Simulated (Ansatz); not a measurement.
Ansatz (a quantum-chemistry and plane-wave program) input (CCSD(T)/def2-SVPD):

Ansatz 0.2 input:
```yaml
crystal:
  periodic: [false, false, false]
  atoms:
    - {symbol: Cd, position_ang: [0.00000000, 0.00000000, 0.00000000]}
    - {symbol: Br, position_ang: [0.00000000, 0.00000000, 2.42492818]}
    - {symbol: Br, position_ang: [-0.00000000, -0.00000000, -2.42492818]}
basis:
  gaussian:
    orbitals: def2-SVPD
magnetization: {spin_polarized: false}
correlation: {method: ccsd_t, electrons: outside_noble_gas}
output: {forces: true}
```

Output:

```
Functional definition: HF
integrals: 0.19 GiB planned
1120 factors; integrals over basis functions are off by at most 4.2e-4 eV
mean field: 0.78 GiB planned
mean field evaluation 1: about -144522.6790 eV, gradient 1.8e1 eV
mean field evaluation 2: about -144522.9358 eV, gradient 1.9e1 eV
mean field evaluation 4: about -144524.1705 eV, gradient 1.4e0 eV
mean field evaluation 8: about -144524.1879 eV, gradient 1.5e-4 eV
mean field evaluation 16: about -144523.7826 eV, gradient 1.2e0 eV
mean field -144524.18794833 eV, -5311.1659450881 hartree, gradient 5.9e-6 eV, S^2 0.000000; 0 other end points of the search recorded, 0 dependent functions left out
32 core orbitals not correlated
reference -144524.18794833 eV, -5311.1659450881 hartree; 13, 13 occupied and 71, 71 virtual orbitals, 1120 factors
densities: 0.51 GiB planned
second order -14.31474325 eV of doubles, -0.00000000 eV of singles
coupled cluster: 0.38 GiB planned
cycle   1  -14.32821544 eV  change   -1.3e-2 eV  update   8.1e-2
cycle   2  -14.55515666 eV  change   -2.3e-1 eV  update   2.2e-2
cycle   3  -14.60171121 eV  change   -4.7e-2 eV  update   1.4e-2
cycle   4  -14.59119380 eV  change    1.1e-2 eV  update   3.8e-3
cycle   5  -14.59010777 eV  change    1.1e-3 eV  update   1.2e-3
cycle   6  -14.59068436 eV  change   -5.8e-4 eV  update   3.3e-4
cycle   7  -14.59061560 eV  change    6.9e-5 eV  update   1.0e-4
cycle   8  -14.59063201 eV  change   -1.6e-5 eV  update   3.6e-5
cycle   9  -14.59064610 eV  change   -1.4e-5 eV  update   1.2e-5
cycle  10  -14.59064036 eV  change    5.7e-6 eV  update   3.5e-6
perturbative correction -0.36237896 eV, -0.0133171813 hartree
the calculation of the forces begins
Total energy: -144539.14096765 eV, -5311.7154584126 hartree
Atom 0 at     0.000000     0.000000     0.000000 Å, force     0.000000    -0.000000     0.000000 eV/Å
Atom 1 at     0.000000     0.000000     2.424928 Å, force     0.000000    -0.000000     0.117211 eV/Å
Atom 2 at    -0.000000    -0.000000    -2.424928 Å, force     0.000000     0.000000    -0.117211 eV/Å
Dipole moment:    -0.000000     0.000000    -0.000000 e Å
```
